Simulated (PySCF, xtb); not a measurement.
C₃H₄F₂Si, SMILES C(C(F)([SiH3])F)#C.

GFN2-xTB (xtb) at its own geometry gives an orbital gap of 5.05 eV and a dipole moment of 3.51 D.

The structure is a stationary point at PBE-D3(BJ)/def2-SVP. The structure was generated by enumeration, and PubChem lists no compound with its InChIKey, so it may never have been made.

Q: What does PBE/def2-TZVP run with PySCF give? (The exact figures need the calculation; the answer reports its results.)

A: gap 5.61 eV (levels -7.12 and -1.51 eV), dipole 2.13 D.
